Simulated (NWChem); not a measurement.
# ZrSCl2; SMILES [S]=[Zr]([Cl])[Cl]

def2 effective core potentials on Zr; no spin-orbit coupling.

Question: Give the equilibrium geometry at PBE-D3(BJ)/def2-SVP with def2 effective core potentials on Zr (NWChem) as a list of bonds and angles, with the point group.

Answer: point group Cs; any orientation.
Bonds (Å): Zr1–S2 2.209, Zr1–Cl3 2.357, Zr1–Cl4 2.357. Bond angles (°): S2–Zr1–Cl3 110.5, S2–Zr1–Cl4 110.5, Cl3–Zr1–Cl4 116.2.
